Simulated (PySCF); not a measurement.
A structure optimised at B3LYP-D3(BJ)/def2-TZVP, used in a PySCF frequency run:

```xyz
6

Si    -1.5710    -0.3638    -0.1325
As     0.7348     0.1797     0.1410
H     -2.4052     0.8458     0.0895
H     -1.9316    -0.9709    -1.4412
H      1.1698    -1.2598    -0.1150
H      0.9135     0.5485    -1.3321
```
Charge 0, spin multiplicity 2.

**Question.** Write its SMILES and formula.

**Answer.** [SiH2][AsH2], AsH₄Si

**Question.** What are its rotational constants (standard atomic weights)?

**Answer.** 60.596, 3.8549, 3.7968 GHz
